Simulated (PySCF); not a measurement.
**Question.** What does the PBE0-D3(BJ)/def2-SVP structure of InChI=1S/C3H2F3OS/c4-3(5,6)8-2-1-7/h2H2/q+1 look like in three dimensions? (Charge +1.)

**Answer.** 
```xyz
10
C3H2F3OS angstrom
O     -1.5046    1.3044    1.7742
C     -1.3706    0.5468    0.9635
C     -1.1423   -0.4693   -0.0243
S      0.4495   -1.2675    0.3743
C      1.5027    0.0428   -0.4042
F      1.3226    0.0788   -1.7058
F      1.1539    1.2323    0.0887
F      2.7398   -0.2307   -0.1103
H     -1.1820   -0.0201   -1.0360
H     -1.9606   -1.2119    0.0595
```

Orientation and origin are arbitrary. Atoms count from 1 in this order. The 3 C–F bonds span 1.301 Å (C5–F8, drawn single) to 1.334 Å (C5–F7, drawn single), a spread of 0.033 Å. Of the pairs four or more bonds apart, C2···F7 is among the closest relative to their van der Waals radii: 2.76 Å, 87 % of the sum of Bondi's values. S4 (sulfide sulfur) is bent (angle 95.4°). The 2 C–S bonds span 1.825 Å (C3–S4, drawn single) to 1.853 Å (S4–C5, drawn single), a spread of 0.028 Å.

Bonds between heavy atoms (Å): O1≡C2 1.118, C2–C3 1.435, C3–S4 1.825, S4–C5 1.853, C5–F6 1.314, C5–F7 1.334, C5–F8 1.301.

Computed with PBE0-D3(BJ)/def2-SVP geometry optimisation, gas phase in PySCF.

Point group: C1 (no symmetry element, even within 0.4 Å). No frequency check. Torsions: C2–C3–S4–C5 -81°.

The run took about 1.9 min of CPU time (one thread, shared machine). This is the geometry optimisation.

One conformer stands for the species.
